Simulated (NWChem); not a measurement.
1,1-difluoroethane (C2H4F2); SMILES CC(F)F

Computed with NWChem. All runs use the structure optimised with PBE0/def2-SVP. Level: M05-2X/def2-SVP with COSMO at NWChem's default radii, gas-phase geometry; the question gives the dielectric constant.

**Question.** Predict the results for dielectric constant 1.5. Quantities: electrostatic solvation energy (kcal/mol); dipole in solution (D).

**Answer.** The electrostatic solvation energy (kcal/mol) is -1.1. The dipole in solution (D) is 2.35.
